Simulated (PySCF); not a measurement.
**Titanium: highly charged ions in a basis for the neutral atom**

Ti⁹⁺ [Ne] 3s2 3p1, Ti¹⁰⁺ [Ne] 3s2. Calculation: PySCF 2.14, in jorge-DZP-DKH (8s6p2d1f, 43 functions); the spin-free X2C one-electron Hamiltonian (Gaussian nucleus). No spin-orbit coupling, so a gap to NIST mixes the basis error with missing relativistic terms.

Changed run: basis of the neutral atom used for a highly charged ion. This setting is unsound on purpose.

```tsv
species	method	sound run (hartree)	changed run (hartree)	converged
Ti⁹⁺	UHF	not run	-823.01779	yes
Ti⁹⁺	MN15	not run	-823.92587	yes
Ti⁹⁺	BP86	not run	-823.65671	yes
Ti¹⁰⁺	UHF	not run	-815.02261	yes
Ti¹⁰⁺	MN15	not run	-815.83013	yes
Ti¹⁰⁺	BP86	not run	-815.60582	yes
```

Ionisation energy of Ti⁹⁺:

```csv
method,changed run (eV),NIST (eV)
UHF,217.56,215.92 ± 0.12
MN15,220.30,215.92 ± 0.12
BP86,219.08,215.92 ± 0.12
```

The contracted functions were made for the neutral atom and can be too rigid for a highly charged ion.
